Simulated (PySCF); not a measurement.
Species: C4H3F5O.
SMILES: `FCC(F)(F)[C@@]1(F)O[C@@H]1F`

Level of theory: TDDFT PBE0/def2-SVPD, vertical, gas phase, core orbitals frozen in the response (PySCF 2.14.0, density-fitted response routines). Geometry: GFN2-xTB, one conformer, isolated molecule. Torsions of this conformer, `[F:1][CH2:2][C:3]([F:4])([F:5])[C@@:6]1([F:7])[O:8][C@@H:9]1[F:10]`: F1–C2–C3–F4 -74°, C2–C3–C6–F7 53°.

Each state is given a Gaussian of 0.4 eV full width at half maximum, with ε(max) = 2.175×10⁸ f / Δν̃ (Δν̃ the width in cm⁻¹). The cross-section is σ = 3.8235×10⁻²¹ ε cm², given in Mb (10⁻¹⁸ cm²). The width is an assumption, not a result. The curve ends short of the highest state used, and states not computed would add to its high-energy end.

(E (eV), σ (Mb)): (7.98, 0.01), (8.02, 0.02), (8.05, 0.04), (8.09, 0.08), (8.12, 0.14), (8.16, 0.26), (8.19, 0.39), (8.23, 0.67), (8.26, 0.96), (8.30, 1.48), (8.34, 2.16), (8.37, 2.77), (8.41, 3.69), (8.44, 4.42), (8.48, 5.36), (8.51, 5.99), (8.55, 6.63), (8.59, 6.97), (8.62, 7.00), (8.66, 6.73), (8.69, 6.33), (8.73, 5.61), (8.76, 5.01), (8.80, 4.24), (8.84, 3.64), (8.87, 3.38), (8.91, 3.36), (8.94, 3.65), (8.98, 4.45), (9.01, 5.38), (9.05, 6.99), (9.08, 8.44), (9.12, 10.56), (9.16, 12.72), (9.19, 14.24), (9.23, 15.97)

Question: Locate the maxima and give the states behind the curve.

Answer: 144 nm (8.61 eV), ε about 1800, made up of S1 (68%) and S2 (32%) (ε in L mol⁻¹ cm⁻¹; maxima over ε = 5, shares over 10%). At its high-energy end, 9.23 eV, the curve is still rising (ε about 4200, from S4 and S5). The states used: S1 8.58 eV (f 0.019); S2 8.67 eV (f 0.0093); S3 9.15 eV (f 0.0052); S4 9.27 eV (f 0.046); S5 9.41 eV (f 0.019); S6 9.61 eV (f 0.012); S7 9.70 eV (f 0.045); S8 9.83 eV (f 0.013).

Question: Coming from long wavelengths, where does ε first pass 100 L mol⁻¹ cm⁻¹?

Answer: At about 151 nm (8.19 eV), 0.39 eV below S1.

Question: What would ε be at 8.61 eV, the highest of these maxima, with half the width (0.2 eV)?

Answer: About 3360 L mol⁻¹ cm⁻¹ against 1830, a factor of about 1.8; a lone state at its own centre would give exactly 2.

Question: Does any computed singlet lie in the visible range?

Answer: No computed singlet lies in the visible range (380 to 750 nm); the lowest, at 145 nm, stands 5.32 eV above its violet end (3.26 eV).

Without π bonds the low states are Rydberg-like; a valence basis with one diffuse set may place them up to an eV too high.
